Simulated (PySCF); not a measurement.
PySCF input for 2-(furan-2-yl)-1,3-thiazole (C7H5NOS), SMILES o1cccc1-c1sccn1, SMD-M06-2X/6-31G*. Geometry: B3LYP-D3(BJ)/def2-SVP. One conformer was computed; it need not be the lowest.

```python
import numpy as np
from pyscf import gto, scf, dft
from pyscf.solvent import smd

mol = gto.M(
    atom='''
    C    -0.54956489   -3.15630432    0.00000000
    C     0.79067401   -2.87865577    0.00000000
    O     0.99310754   -1.53732945    0.00000000
    C    -0.23056765   -0.93733172    0.00000000
    C    -0.27920243    0.50569544    0.00000000
    N    -1.38496014    1.20552794    0.00000000
    C    -1.12134107    2.54559649    0.00000000
    C     0.20597120    2.89469889    0.00000000
    S     1.19243041    1.47246207    0.00000000
    C    -1.21913274   -1.89271766    0.00000000
    H    -1.00502560   -4.14402134    0.00000000
    H     1.68387440   -3.49705084    0.00000000
    H    -1.94816060    3.25813281    0.00000000
    H     0.64620970    3.88971452    0.00000000
    H    -2.28694240   -1.69211639    0.00000000
    ''',
    basis='6-31G*',
    charge=0,
    spin=0,
    max_memory=1600,
    verbose=3,
)
mf = dft.RKS(mol, xc='m06-2x').density_fit(auxbasis='def2-universal-jkfit')
mf.grids.level = 4
mf.conv_tol = 1e-9
mf.max_cycle = 100
mf.kernel()
res = {}
for name in ['water', 'methanol', 'ethanol']:
    s = mf.SMD()
    s.with_solvent.solvent, s.with_solvent.sasa_ng = name, 194
    s.kernel(mf.make_rdm1())
    res[name] = (s.e_tot, s.with_solvent.get_cds(), s.dip_moment(), s.mo_energy, s.converged)
    print(f'SMD {name}: dG(solv) = {(s.e_tot - mf.e_tot) * 627.509474:.3f} kcal/mol, of which CDS {res[name][1] * 627.509474:.3f}')
```

Log of the run:

```
converged SCF energy = -797.68395786316
converged SCF energy = -797.690247831493
Dipole moment(X, Y, Z, Debye):  0.92430, -0.45025, -0.00000
SMD water: dG(solv) = -3.947 kcal/mol, of which CDS 3.281
converged SCF energy = -797.692901324144
Dipole moment(X, Y, Z, Debye):  0.91305, -0.45173,  0.00000
SMD methanol: dG(solv) = -5.612 kcal/mol, of which CDS 1.392
converged SCF energy = -797.693402827117
Dipole moment(X, Y, Z, Debye):  0.91956, -0.45110, -0.00000
SMD ethanol: dG(solv) = -5.927 kcal/mol, of which CDS 0.921
```

The calculation finished and met its thresholds.
